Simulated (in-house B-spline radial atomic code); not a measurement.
Radial electron density of the selenium ion Se¹⁷⁺, [Ne] 3s2 3p5. Level of theory: non-relativistic B97-1, spin-polarised, spherical fractional occupations, point nucleus; calculated with a B-spline radial code for spherical atoms.

Caution: exact exchange at fractional occupations of open shells leaves self-interaction of up to several eV.

Columns: r (bohr), 4πr²n(r) (electrons per bohr), bar.

```
 0.00194    1.128 #
  0.0023    1.546 #
 0.00273    2.116 ##
 0.00324    2.879 ###
 0.00385      3.9 ####
 0.00456    5.213 #####
 0.00541    6.926 ######
 0.00642    9.107 ########
 0.00761     11.8 ###########
 0.00903    15.09 ##############
  0.0107    18.93 #################
  0.0127     23.3 #####################
  0.0151    28.02 #########################
  0.0179    32.65 ##############################
  0.0212    36.78 #################################
  0.0251    39.91 ####################################
  0.0298    41.58 ######################################
  0.0354    41.43 #####################################
   0.042    39.66 ####################################
  0.0498    37.07 ##################################
   0.059    34.96 ################################
    0.07    34.76 ###############################
  0.0831    37.33 ##################################
  0.0985     42.1 ######################################
   0.117    46.94 ##########################################
   0.139    48.63 ############################################
   0.164    45.02 #########################################
   0.195    36.06 #################################
   0.231    25.51 #######################
   0.274    17.79 ################
   0.325    15.59 ##############
   0.386    17.22 ################
   0.458    18.23 ################
   0.543    15.59 ##############
   0.644    10.09 #########
   0.764    4.766 ####
   0.906     1.59 #
    1.08   0.3383 
    1.28  0.04731 
    1.51 0.004149 
    1.79 0.0001816
```

On this grid the curve has 3 maxima, near 0.0298, 0.139, 0.458 bohr.

The 3s up radial function P(r) = rR(r), positive near the nucleus:

```json
{"r (bohr)": "0.000588", "P": "0.03251"}
{"r (bohr)": "0.000828", "P": "0.0454"}
{"r (bohr)": "0.00116", "P": "0.06288"}
{"r (bohr)": "0.00164", "P": "0.08745"}
{"r (bohr)": "0.0023", "P": "0.1199"}
{"r (bohr)": "0.00324", "P": "0.1634"}
{"r (bohr)": "0.00456", "P": "0.2195"}
{"r (bohr)": "0.00642", "P": "0.2892"}
{"r (bohr)": "0.00903", "P": "0.3697"}
{"r (bohr)": "0.0127", "P": "0.4525"}
{"r (bohr)": "0.0179", "P": "0.5178"}
{"r (bohr)": "0.0251", "P": "0.5291"}
{"r (bohr)": "0.0354", "P": "0.434"}
{"r (bohr)": "0.0498", "P": "0.1806"}
{"r (bohr)": "0.07", "P": "-0.2361"}
{"r (bohr)": "0.0985", "P": "-0.7007"}
{"r (bohr)": "0.139", "P": "-0.9196"}
{"r (bohr)": "0.195", "P": "-0.5463"}
{"r (bohr)": "0.274", "P": "0.4358"}
{"r (bohr)": "0.386", "P": "1.409"}
{"r (bohr)": "0.543", "P": "1.528"}
{"r (bohr)": "0.764", "P": "0.8392"}
{"r (bohr)": "1.08", "P": "0.2118"}
{"r (bohr)": "1.51", "P": "0.02133"}
```
